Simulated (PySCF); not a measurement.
Some computed properties have been withheld. Give your best values.

C3H11BBrN.
InChI=1S/C3H11BBrN/c1-2-3-4(5)6/h4H,2-3H2,1,6H3/t4-/m1/s1

Conformer (atom-mapped SMILES and torsion angles): `[CH3:1][CH2:2][CH2:3][B@@H-:4]([NH3+:5])[Br:6]`: C1–C2–C3–B4 179°, C2–C3–B4–N5 180°.

```tsv
property	level	value
point group	PBE0-D3(BJ)/def2-SVP	C1
rotational constants A, B, C	PBE0-D3(BJ)/def2-SVP	3.099, 1.098, 0.854 GHz
dipole moment	B3LYP/def2-SVPD	?
HOMO energy	B3LYP/def2-SVPD	-6.75 eV
LUMO energy	B3LYP/def2-SVPD	-0.80 eV
lowest singlet excitation	TDDFT B3LYP/def2-SVPD	?
strongest line among the 10 lowest singlet transitions	TDDFT B3LYP/def2-SVPD	S2 at 5.59 eV (222 nm, f = 0.054)
lowest triplet excitation (Tamm–Dancoff)	TDA B3LYP/def2-SVPD	5.11 eV
static isotropic polarisability	B3LYP/def2-SVPD	?
vertical ionisation energy	ΔSCF B3LYP/def2-SVPD	9.02 eV
electronic spatial extent ⟨r²⟩ about the centre of nuclear charge	B3LYP/def2-SVPD	?
13C chemical shifts (computed TMS as zero) by class	GIAO PBE0/pcSseg-1	31.7 (1 C), 23.4 (1 C), 20.2 (1 C) ppm
1H chemical shifts (computed TMS as zero) by class	GIAO PBE0/pcSseg-1	3.36 (1 H), 2.93 (3 H), 1.60 (1 H), 1.23 (1 H), 1.00 (3 H), 0.34 (1 H), 0.02 (1 H) ppm
isotropic shieldings of nuclei other than C and H, by class	GIAO PBE0/pcSseg-1	106 (1 B), 200 (1 N), 2651 (1 Br) ppm
largest of the computed one-bond spin–spin couplings (means over like bonds)	B3LYP/pcJ-1 (pcSseg-1 on Br), spin–dipole term left out for some pairs	11B–1H +134.4, 13C–1H +133.3, 13C–1H +130.4 (×3), 13C–1H +130.1, 13C–1H +119.8, 13C–1H +115.3, 15N–1H -72.5 (×3), 13C–11B +58.6 Hz
core binding energies	ΔSCF SCAN, pcX-2 on the ionised atom, pcseg-1 elsewhere, spin-free X2C	?
```

The electronic properties come from PySCF, for the isolated species, density fitting. The structure is a single PBE0-D3(BJ)/def2-SVP conformer in the gas phase; no vibrational or solvent corrections. The calculation (core ionisation apart) is non-relativistic and has no spin–orbit coupling, an omission that weighs most on bromine. Atoms bound to Br lack the heavy atom's spin–orbit term in their shielding, so their NMR values are less reliable. NMR classes are plain means over equivalent atoms (diastereotopic ones count apart unless rotation or inversion swaps them), as if these changed places fast; in this geometry the members of some classes differ.

Q: What is the lowest singlet excitation?

A: 5.16 eV (240 nm, f = 0.009).

Q: Give the core binding energies.

A: B1s 195.4, C1s 289.4, C1s 289.9, C1s 290.1, N1s 408.4 eV.

Q: The dipole moment?

A: 5.91 D.

Q: The static isotropic polarisability?

A: 89.6 au.

Q: Give the electronic spatial extent ⟨r²⟩ about the centre of nuclear charge.

A: 1342 bohr².

In wavenumbers S1 is 41700 cm⁻¹ (1 eV = 8065.54 cm⁻¹). The polarisability is 13.28 Å³ as a volume (1 au = 0.148185 Å³), or 1.18 au for each of the 76 electrons. In atomic units the dipole is 2.33 e·bohr (1 au = 2.5417 D). With B = h/(8π²I), that is 505.379 GHz u Å² over I, the principal moments of inertia are 163.1, 460.4 and 591.8 u Å² (most abundant isotopes); the inertial defect Ic − Ia − Ib is -31.7 u Å² (zero for a rigid planar frame, negative otherwise). The ΔSCF ionisation energy exceeds −ε(HOMO) by 2.27 eV with B3LYP.

For the TDDFT job (B3LYP/def2-SVPD), the run took 5.3 min on one thread, Arm Neoverse N1 (shared host).
